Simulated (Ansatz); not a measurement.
Input file for Ansatz (a program for electronic structure): U-PBE0/def2-TZVPP on SnRu, 2S+1 = 7, a spin state set in the input, which need not be the lowest. Elements past Kr take the def2 small-core potentials; no spin–orbit coupling.

Ansatz 0.2 input:
```yaml
crystal:
  periodic: [false, false, false]
  atoms:
    - {symbol: Ru, position_ang: [0.00000000, 0.00000000, 0.00000000]}
    - {symbol: Sn, position_ang: [0.00000000, 0.00000000, 2.70700000]}
basis:
  gaussian:
    orbitals: def2-TZVPP
hamiltonian:
  xc: {name: PBE0}
magnetization: {spin_polarized: true, initial_magnetization: 6}
relax: {f_tol: 0.002, max_steps: 120}
```

Program output:

```
WARN ansatz: RAYON_NUM_THREADS=1 ignored (pool sized by the plan → 1); use --threads N
Functional definition: PBE0
integrals: 0.03 GiB planned
842 factors; their error is unknown
mean field: 0.42 GiB planned
mean field evaluation 1: about -8408.9866 eV, gradient 2.1e1 eV
mean field evaluation 2: about -8405.9835 eV, gradient 3.4e1 eV
mean field evaluation 4: about -8410.6718 eV, gradient 2.1e0 eV
mean field evaluation 8: about -8410.7933 eV, gradient 1.4e-1 eV
mean field evaluation 16: about -8410.7934 eV, gradient 5.6e-5 eV
mean field evaluation 32: about -8410.8218 eV, gradient 1.3e0 eV
mean field evaluation 64: about -8410.7934 eV, gradient 1.5e-4 eV
mean field -8410.83725876 eV, -309.0925681893 hartree, gradient 1.9e-8 eV, S^2 12.006636; 7 other end points of the search recorded, 0 dependent functions left out
the calculation of the forces begins
reference -8410.83728705 eV, -309.0925692288 hartree; 22, 16 occupied and 84, 90 virtual orbitals, 842 factors
relax step   1: F+E_penalty+E_count = -8410.83725876 eV  Δ(F+E_penalty+E_count) = +0.000e0 eV  max|allowed force component| = 5.695e-2 eV/Å  Δτ_max = 0.0000 Å  (504 SCF iters, accepted)
these checks for a lower state are left out or cut short: starts, cluster_reference, orbital_swaps, neighbouring_geometries, increment
integrals: 0.03 GiB planned
842 factors; their error is unknown
mean field: 0.43 GiB planned
mean field evaluation 96: about -8410.8376 eV, gradient 5.1e-6 eV
mean field -8410.83756676 eV, -309.0925795079 hartree, gradient 5.1e-6 eV, S^2 12.006623; 0 other end points of the search recorded, 0 dependent functions left out
the calculation of the forces begins
reference -8410.83759502 eV, -309.0925805466 hartree; 22, 16 occupied and 84, 90 virtual orbitals, 842 factors
relax step   2: F+E_penalty+E_count = -8410.83756676 eV  Δ(F+E_penalty+E_count) = -3.080e-4 eV  max|allowed force component| = 1.672e-2 eV/Å  Δτ_max = 0.0042 Å  (73 SCF iters, accepted)
these checks for a lower state are left out or cut short: starts, cluster_reference, orbital_swaps, neighbouring_geometries, increment
integrals: 0.03 GiB planned
842 factors; their error is unknown
mean field: 0.43 GiB planned
mean field -8410.83759498 eV, -309.0925805449 hartree, gradient 9.7e-6 eV, S^2 12.006618; 0 other end points of the search recorded, 0 dependent functions left out
the calculation of the forces begins
reference -8410.83762323 eV, -309.0925815833 hartree; 22, 16 occupied and 84, 90 virtual orbitals, 842 factors
relax step   3: F+E_penalty+E_count = -8410.83759498 eV  Δ(F+E_penalty+E_count) = -2.822e-5 eV  max|allowed force component| = 4.730e-4 eV/Å  Δτ_max = 0.0017 Å  (74 SCF iters, accepted)
integrals: 0.03 GiB planned
842 factors; their error is unknown
mean field: 0.43 GiB planned
mean field evaluation 128: about -8410.7983 eV, gradient 3.9e-3 eV
mean field evaluation 160: about -8410.8083 eV, gradient 1.9e0 eV
mean field evaluation 192: about -8410.7253 eV, gradient 6.3e-1 eV
mean field -8410.83759498 eV, -309.0925805449 hartree, gradient 9.7e-6 eV, S^2 12.006618; 7 other end points of the search recorded, 0 dependent functions left out
the calculation of the forces begins
reference -8410.83762323 eV, -309.0925815833 hartree; 22, 16 occupied and 84, 90 virtual orbitals, 842 factors
Total energy: -8410.83762323 eV, -309.0925815833 hartree
Atom 0 at     0.000000     0.000000     0.005897 Å, force     0.000000     0.000000    -0.000473 eV/Å
Atom 1 at    -0.000000    -0.000000     2.701103 Å, force    -0.000000    -0.000000     0.000473 eV/Å
Dipole moment:     0.000000    -0.000000    -0.584029 e Å
```

The calculation finished and met its thresholds.

Cost: around 50 core-seconds (rough).
